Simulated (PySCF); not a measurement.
## Magnetic susceptibility: `C=C1C=C1NC(=O)CC=O`, C7H7NO2

Geometry:
```
atom   x (Å)   y (Å)   z (Å)
  C1  -3.445   0.890   0.682
  C2  -2.550   0.125   0.103
  C3  -2.131  -1.006  -0.705
  C4  -1.181  -0.213  -0.213
  N5   0.129   0.108  -0.095
  C6   1.133  -0.659  -0.616
  O7   0.970  -1.684  -1.225
  C8   2.527  -0.056  -0.368
  C9   2.739   0.233   1.087
 O10   2.046   0.974   1.734
 H11  -4.497   0.678   0.601
 H12  -3.162   1.752   1.259
 H13  -2.386  -1.859  -1.283
 H14   0.378   0.885   0.512
 H15   2.564   0.885  -0.924
 H16   3.275  -0.742  -0.762
 H17   3.584  -0.302   1.552
```

Theory: GIAO B3LYP/pcSseg-1 magnetisability, rotational g tensor and spin-rotation constants, non-relativistic, gas phase in PySCF 2.14.0. Geometry: GFN2-xTB.

(1) What are the magnetisability and the molar susceptibility?

(2) Split it along the inertial axes a, b, c into diamagnetic and paramagnetic parts about the centre of mass, with the quadrupole moment.

(3) And the rotational g tensor?

Results:

(1) Isotropic -1087 × 10⁻³⁰ J/T², or -65.5 × 10⁻⁶ cm³/mol; principal values -1394, -1034, -834 × 10⁻³⁰ J/T², anisotropy 491 × 10⁻³⁰ J/T² (root of half the summed squared differences of the principal values). The susceptibility is in cgs units.

(2) 
```tsv
axis	χ (10⁻⁶ cm³/mol)	diamagnetic (10⁻⁶ cm³/mol)	paramagnetic (10⁻⁶ cm³/mol)	summed x² of all electrons (Å²)	quadrupole Θ (D Å)
a	-60.0	-583.9	523.9	355.7	+10.19
b	-53.5	-1593.3	1539.9	117.8	-11.81
c	-83.0	-2008.7	1925.6	19.9	+1.63
```
Anisotropies 2χaa − χbb − χcc = +16.6 and 2χbb − χaa − χcc = +36.1 × 10⁻⁶ cm³/mol. Θ is traceless in Buckingham's convention.

(3) 
| axis | rotational constant (GHz) | g | nuclear part | electronic part |
| --- | --- | --- | --- | --- |
| a | 2.4640 | -0.0592 | 0.5473 | -0.6065 |
| b | 0.7949 | -0.0167 | 0.5584 | -0.5750 |
| c | 0.6179 | -0.0067 | 0.5523 | -0.5590 |

Asymmetric top; isotopes 12C, 1H, 14N, 16O; no vibrational averaging.
